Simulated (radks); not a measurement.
Valence configurations of the cerium ion Ce2+ (all share [Xe]). Method: Dirac Kohn-Sham, PBEsol, spin-unpolarised, spherical densities, point nucleus; open shells are shared between the two j in proportion to 2j + 1; computed with a radial shooting solver on a logarithmic mesh with Libxc functionals. Energies are relative to 4f2; eigenvalues in eV.

| valence | E (eV) | e(4f5/2) | e(4f7/2) | e(5d3/2) | e(5d5/2) | e(6p1/2) |
|---|---|---|---|---|---|---|
| 4f2 | 0.000 | -13.131 | -12.841 | - | - | - |
| 4f1.5 5d0.5 | 0.237 | -15.603 | -15.290 | -14.205 | -13.960 | - |
| 4f1.5 6s0.5 | 0.703 | -16.806 | -16.491 | - | - | - |
| 4f1 5d1 | 1.417 | -18.401 | -18.065 | -14.969 | -14.703 | - |
| 4f1.5 6p0.5 | 2.523 | -17.325 | -17.009 | - | - | -10.810 |
| 4f1 6s1 | 2.846 | -20.956 | -20.617 | - | - | - |
| 4f1 6p1 | 6.696 | -21.984 | -21.643 | - | - | -11.894 |
| 5d2 | 7.150 | - | - | -16.511 | -16.203 | - |
| 5d1 6s1 | 9.442 | - | - | -18.368 | -18.037 | - |

NIST lists [Xe] 4f2 as the ground configuration; this level of theory agrees among the configurations tried. The energies are those of spherical spin-averaged densities, not of single terms.
